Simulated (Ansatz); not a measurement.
Reaction R1 → 2 P1, each structure at its B3LYP-D3(BJ)/def2-TZVP stationary point, reached from a drawn start (curvature not checked).
P1: As2 (SMILES [As]#[As]), charge 0, multiplicity 1.
R1, As4 (SMILES [As]12[As]3[As]1[As]23) (charge 0, multiplicity 1):
```xyz
4

As     0.86703     0.86703     0.86703
As     0.86703    -0.86703    -0.86703
As    -0.86703     0.86703    -0.86703
As    -0.86703    -0.86703     0.86703
```

P less R. No zero-point or thermal terms; no spin–orbit coupling.

Cores are frozen in the correlated methods. In cc and def2 sets filled d and f shells under p-block atoms count as core. CBS: X⁻³ extrapolation of the correlation energy, Hartree–Fock from the larger set.

Codes used: Ansatz (Gaussian basis) for Hartree–Fock, density functionals and correlated methods. No computed number here is a measurement.

**Question.** Estimate the reaction energy that MP2/cc-pVQZ returns for this input.

**Answer.** 266 kJ/mol

**Question.** Predict the reaction energy from CCSD(T)/CBS(cc-pVTZ, cc-pVQZ).

**Answer.** 245 kJ/mol

**Question.** Estimate the reaction energy that CCSD(T)/cc-pVQZ returns for this input.

**Answer.** 233 kJ/mol

Ansatz is a program for electronic structure.
